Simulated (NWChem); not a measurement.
System: tetramethylsilane (C₄H₁₂Si); SMILES C[Si](C)(C)C

Here is an NWChem input.

```
start job
memory heap 200 mb stack 700 mb global 900 mb
geometry units angstroms noautosym nocenter noautoz
  C     -0.993487    -1.063132    -1.200325
  Si    -0.000282     0.000160    -0.000133
  C     -1.173277     0.834361     1.218711
  C      1.217544    -1.087586     0.944054
  C      0.947662     1.316426    -0.962570
  H     -1.560183    -1.842767    -0.666383
  H     -0.334774    -1.565954    -1.926436
  H     -1.715279    -0.454559    -1.768373
  H     -0.622211     1.464744     1.934933
  H     -1.742056     0.088804     1.797171
  H     -1.899436     1.477595     0.696240
  H      0.692520    -1.868832     1.516833
  H      1.918480    -1.589593     0.257987
  H      1.813102    -0.493774     1.655870
  H      1.642142     0.859003    -1.685417
  H      0.261561     1.969835    -1.524993
  H      1.539641     1.954845    -0.287334
end
basis spherical bse
  * library x2c-tzvpall-s
end
relativistic
  zora on
  zora:cutoff 1d-30
end
dft
  xc pbe0
  grid fine
  iterations 150
  semidirect filesize 400000000
end
property
  shielding 3 1 2 6
end
task dft property
```

Geometry: optimised at PBE0/def2-SVP. Not confirmed as a minimum by frequencies.

GIAO values for the isolated, static molecule; σ is the absolute isotropic shielding.

Atoms are numbered as in the input.

**Question.** Predict the main results of this run. (PBE0/x2c-TZVPall-s, scalar ZORA without spin-orbit coupling, GIAO.) Quantities: σ C1 (ppm); σ Si2 (ppm); σ H6 (ppm).

**Answer.** 
- σ C1 (ppm) = 184.4
- σ Si2 (ppm) = 334.6
- σ H6 (ppm) = 31.27
